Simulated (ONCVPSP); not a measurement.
# Pd: excitation energies, all-electron against ONCV

```
Element                 : palladium (Pd)
Generator               : ONCVPSP 4.0.1
Type                    : optimised norm-conserving Vanderbilt (ONCV)
Functional              : PBE
Relativity              : scalar-relativistic
Frozen core             : [Ar] 3d10
Valence charge          : 18
Reference configuration : 4s2 4p6 4d9 (charge +1)
Partial waves           : 4s: rc 1.50 bohr, ncon 4, nbas 7, qcut 9.2 1/bohr, 2 projectors, debl 0.8 Ha; 4p: rc 1.35 bohr, ncon 4, nbas 8, qcut 8.6 1/bohr, 2 projectors, debl 2.7 Ha; 4d: rc 2.10 bohr, ncon 4, nbas 9, qcut 5.9 1/bohr, 3 projectors, debl 1.4 Ha; f scattering state at 0.28 Ha: rc 1.85 bohr, ncon 4, nbas 8, qcut 6.6 1/bohr, 2 projectors, debl 2.8 Ha
Local potential         : polynomial inside 1.15 bohr (lpopt 5, dvloc0 -1 Ha)
Core correction         : Teter function, fcfact 4.25, rcfact 1.75
```

In the s channel the program set the typed energies aside and used -3.553, 0.250 Ha.

Energies are relative to the spin-unpolarised reference configuration 4s2 4p6 4d9; without spin polarisation the order of configurations can differ from experiment.

Give the all-electron excitation energy and the error of the potential for: 4s2 4p6 4d10; 4s2 4p6 4d8; 4s2 4p6 4d7; 4s2 4p5 4d10.

```tsv
valence configuration	charge	ΔE all-electron (eV)	error AE − PS (meV)
4s2 4p6 4d10	0	-9.115	+4.5
4s2 4p6 4d8	+2	20.818	+23
4s2 4p6 4d7	+3	55.178	+158
4s2 4p5 4d10	+1	48.050	-243
```

Levels in the configuration 4s2 4p6 4d7:

```tsv
level	all-electron (eV)	pseudo (eV)
4s	-126.076	-125.840
4p	-91.441	-91.264
4d	-41.639	-41.404
```
